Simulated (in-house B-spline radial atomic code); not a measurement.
Whole-atom quantities along the 11-electron series, configuration [Ne] 3s1. Breit and QED terms are first order and not part of the total energy; the density at the nucleus is averaged over the nuclear charge. Computed with a B-spline radial code for spherical atoms: Dirac-Hartree-Fock, average of the configuration, finite nuclei.

```tsv
ion	Z	E/Z² (Eh)	Σ<r²> (bohr²)	n(0)/Z³ (bohr⁻³)	Lamb diamagnetic shielding (ppm)	repulsion over attraction	Breit energy (eV)	self-energy (eV)	vacuum polarisation (eV)	Dirac less non-relativistic energy (Eh)
Cu18+	29	-1.762	0.81776	0.89614	1981.67	0.075668	17.128	13.538	-1.2119	-14.13
Zn19+	30	-1.773	0.75168	0.91363	2058.89	0.073277	19.129	15.229	-1.3906	-16.312
Ga20+	31	-1.7834	0.69324	0.93145	2136.43	0.071027	21.282	17.064	-1.5887	-18.741
Ge21+	32	-1.7934	0.64128	0.9498	2214.31	0.068905	23.592	19.05	-1.8077	-21.436
As22+	33	-1.8029	0.59488	0.96965	2292.54	0.066902	26.067	21.194	-2.0492	-24.417
Se23+	34	-1.812	0.55326	0.98996	2371.14	0.065007	28.711	23.503	-2.3147	-27.704
Br24+	35	-1.8208	0.5158	1.0114	2450.12	0.063212	31.531	25.986	-2.606	-31.318
Kr25+	36	-1.8293	0.48195	1.0337	2529.5	0.061509	34.534	28.649	-2.9248	-35.281
Rb26+	37	-1.8375	0.45126	1.0571	2609.3	0.059891	37.724	31.5	-3.273	-39.616
Sr27+	38	-1.8454	0.42334	1.0814	2689.52	0.058353	41.109	34.549	-3.6525	-44.347
Zr29+	40	-1.8606	0.37459	1.1329	2851.34	0.055491	48.486	41.27	-4.514	-55.097
Nb30+	41	-1.8678	0.35322	1.1594	2932.96	0.054157	52.492	44.96	-5.0003	-61.167
Mo31+	42	-1.8749	0.33358	1.186	3015.08	0.052883	56.717	48.881	-5.5267	-67.737
Tc32+	43	-1.8819	0.31549	1.2162	3097.72	0.051664	61.168	53.044	-6.096	-74.838
```

With what power of Z does the column «Σ<r²> (bohr²)» change over this range?

A fit of the logarithm of its size against log Z from Z = 29 to 43 has slope -2.41. Unscreened non-relativistic hydrogenic orbitals would give -2.
